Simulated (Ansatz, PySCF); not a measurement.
Gas-phase reaction (SMILES): BC (CH5B) [methylborane] → [BH2] (BH2) + [CH3] (CH3); the B-C bond at the site shown breaks (other sites are not compared here).

Structures are relaxed separately at B3LYP-D3(BJ)/def2-TZVP in Ansatz (a first-principles code). Cores are frozen in the correlated levels unless marked. UHF or UKS for open shells. No spin-orbit coupling. Non-relativistic. Basis-set limits of correlation are two-point, X^-3; Hartree-Fock from the larger set. Thermal terms are rigid-rotor harmonic-oscillator values from B3LYP-D3(BJ) frequencies (Ansatz or PySCF) at 298.15 K and 1 atm. 1 Eh = 627.5095 kcal/mol. Electronic entropy comes from spin alone.

```
species      E, CCSD(T)/CBS(def2-TZVPPD,def2-QZVPPD) (Ansatz) (Eh)  E, PBE0-D4/def2-TZVPD (Ansatz + dftd4) (Eh)  H - E (Eh)  G - E (Eh)
-----------  -----------------------------------------------------  -------------------------------------------  ----------  ----------
BC (CH5B)                                                -65.82640                                    -65.86870     0.06039     0.03227
[BH2] (BH2)                                              -25.87194                                    -25.89485     0.01824    -0.00376
[CH3] (CH3)                                              -39.77884                                    -39.79966     0.03371     0.01164
```

Q: Work out ΔE and ΔH, ΔG, ΔS and the equilibrium constant at 298.15 K at the first level, then ΔH at the second.

A: 
1. ΔE = [(-25.87194) + (-39.77884)] - [(-65.82640)] = 0.17562 Eh = 110.2 kcal/mol at CCSD(T)/CBS(def2-TZVPPD,def2-QZVPPD).
2. The terms H - E add up to -0.00844 Eh, so ΔH = (0.17562 + (-0.00844))×627.5095 = 104.9 kcal/mol.
3. The terms G - E add up to -0.02439 Eh, so ΔG = 94.9 kcal/mol, and ΔS = (-0.00844 - (-0.02439))×627509.5/298.15 = 33.6 cal/(mol K).
4. log10 K = -ΔG/(RT ln 10) = -69.6, with RT ln 10 = 1.3642 kcal/mol.
5. With ΔH and ΔS taken as constant, ΔG changes sign near ΔH/ΔS = 3120 K, a rough figure that leaves out heat capacities.
6. At PBE0-D4/def2-TZVPD the same steps give ΔE = 109.3 and ΔH = 104.0 kcal/mol, a shift of -0.9 from the first level.
7. These values are not checked against measurement here, since the tables used lack a sound gas-phase enthalpy of formation for at least one species.
